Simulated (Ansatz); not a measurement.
Reaction R1 → P1 + P2 + P3, each structure at its B3LYP-D3(BJ)/def2-TZVP stationary point, reached from a drawn start (curvature not checked).
P1, CH3 (SMILES [CH3]) (charge 0, multiplicity 2):
```xyz
4

C      0.00002     0.00000     0.00002
H      1.06844    -0.14744     0.02934
H     -0.66111    -0.85159    -0.04257
H     -0.40725     0.99903     0.01330
```
R1: CH4O3S (SMILES CS(=O)(=O)O), charge 0, multiplicity 1.
P2: OH (SMILES [OH]), charge 0, multiplicity 2.
P3: SO2 (SMILES O=S=O), charge 0, multiplicity 1.

P less R. No zero-point or thermal terms; singlets are restricted closed shells; open shells are unrestricted; no spin–orbit coupling. One arrangement of each flexible species, with no search for the lowest.

Frozen-core correlation throughout.

Programs: Ansatz (Gaussian orbitals). All values are computed, each at the level named.

Total energies in hartree:

```
structure  PBE/def2-TZVPP  r2SCAN/def2-TZVPP  CCSD(T)/cc-pV(T+d)Z
---------  --------------  -----------------  -------------------
P1             -39.788962         -39.828996           -39.760977
R1            -664.056487        -664.355269          -663.559294
P2             -75.683357         -75.730575           -75.637695
P3            -548.401317        -548.615326          -547.986706
```

**Question.** Work out the reaction energy at each level in kJ/mol (1 hartree = 2625.49964 kJ/mol), and say how far PBE/def2-TZVPP lies from CCSD(T)/cc-pV(T+d)Z.

**Answer.** 
- PBE/def2-TZVPP: (-39.788962) + (-75.683357) + (-548.401317) − (-664.056487) = 0.182851 hartree = 480.1 kJ/mol
- r2SCAN/def2-TZVPP: (-39.828996) + (-75.730575) + (-548.615326) − (-664.355269) = 0.180372 hartree = 473.6 kJ/mol
- CCSD(T)/cc-pV(T+d)Z: (-39.760977) + (-75.637695) + (-547.986706) − (-663.559294) = 0.173916 hartree = 456.6 kJ/mol
PBE/def2-TZVPP less CCSD(T)/cc-pV(T+d)Z: 23.5 kJ/mol. CCSD(T)/cc-pV(T+d)Z is the level counted from, the highest shown, and no exact or measured value.

Ansatz is an electronic-structure program.
